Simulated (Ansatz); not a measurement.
Consider the formal exchange of groups at the Si–Cl bond: `C[SiH](Cl)[GeH3]` + CH₄ → `C[SiH](C)[GeH3]` + HCl.

Program: Ansatz. Geometries: PBE0-D4/def2-TZVP. ΔE: electronic, gas phase. CCSD(T)/CBS adds triple-zeta CCSD(T) − MP2 to the extrapolated MP2 energy (def2 sets, frozen cores). This one scheme is used for every species. DFT in def2-TZVPP. For Ge outer-core shells are correlated without core-valence functions, which leaves a few kJ/mol of doubt a bond. Scalar relativity is left out up to krypton.

```tsv
species	ωB97X-V energy (Eh)
`C[SiH](Cl)[GeH3]`	-2868.80050
CH₄	-40.51649
`C[SiH](C)[GeH3]`	-2448.52725
HCl	-460.74877
```

Q: Work out ΔE.

A: ΔE = (-2448.52725) + (-460.74877) − (-2868.80050) − (-40.51649) = 0.04097 Eh = +25.7 kcal/mol. CCSD(T)/CBS gives +25.4 kcal/mol.

Largest T1 diagnostic among the species: 0.011.

In def2-TZVPP, CCSD(T) changes the Hartree–Fock value by −3.7 kcal/mol (the triples alone add −0.2 kcal/mol) and MP2 by −2.4 kcal/mol.
